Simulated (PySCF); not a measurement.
BCl2, SMILES Cl[B]Cl, multiplicity 2. Atoms are numbered in the order given.

```xyz
3

Cl     0.0000    -1.5378    -0.1016
B      0.0000     0.0000     0.6907
Cl     0.0000     1.5378    -0.1016
```
Charge 0, spin multiplicity 2.

Geometry optimised at PBE-D3(BJ)/def2-TZVP. The isomer is the one that the SMILES or the coordinates give; other isomers of the formula were not compared.

The numbers are results of PBE-D3(BJ)/def2-TZVP in PySCF 2.14.0, not measurements.

Frequencies are harmonic and unscaled.

Computed harmonic wavenumbers and intensities:
```
mode  ν (cm⁻¹)  IR (km/mol)  moving atoms (share of kinetic energy)
----  --------  -----------  --------------------------------------
1          275          0.4                         Cl 80 %, B 20 %
2          681         17.8                         B 67 %, Cl 33 %
3          974        354.9                         B 84 %, Cl 16 %
```
